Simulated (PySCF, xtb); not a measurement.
CHO2, charge -1, multiplicity 1. Atoms are numbered in the order given.

```xyz
4

O      0.0000     1.1310     0.2084
C      0.0000     0.0000    -0.3136
O      0.0000    -1.1310     0.2084
H      0.0000     0.0000    -1.4521
```
Charge -1, spin multiplicity 1.

The structure is a stationary point at PBE0-D3(BJ)/def2-TZVPD. The multiplicity is an assumed one; other spin states were not compared. The isomer is the one that the SMILES or the coordinates give; other isomers of the formula were not compared.

Method: PySCF with C-PCM-PBE0/def2-SVPD.

The values are the electrostatic part of the solvation free energy, E(continuum) − E(gas) at the gas-phase geometry, in a cavity of scaled van der Waals radii (PySCF's table); cavitation and dispersion terms are not included. In vacuum the orbital gap is 6.84 eV.

```json
[
 {"solvent": "water", "ε": "78.36", "ΔG(elec) (kcal/mol)": "…", "gap (eV)": "…"},
 {"solvent": "n-hexane", "ε": "1.88", "ΔG(elec) (kcal/mol)": "-31.7", "gap (eV)": "7.45"},
 {"solvent": "chlorobenzene", "ε": "5.70", "ΔG(elec) (kcal/mol)": "-56.1", "gap (eV)": "7.89"}
]
```

Problem. Complete the blanks. (The exact figures need the calculation; the answer reports its results.)

Solution. 
- water, ΔG(elec) (kcal/mol): -67.4
- water, gap (eV): 8.08

For comparison, GFN2-xTB/ALPB(water) (xtb, at the GFN2-xTB geometry, all terms of that model) gives -68.7 kcal/mol.
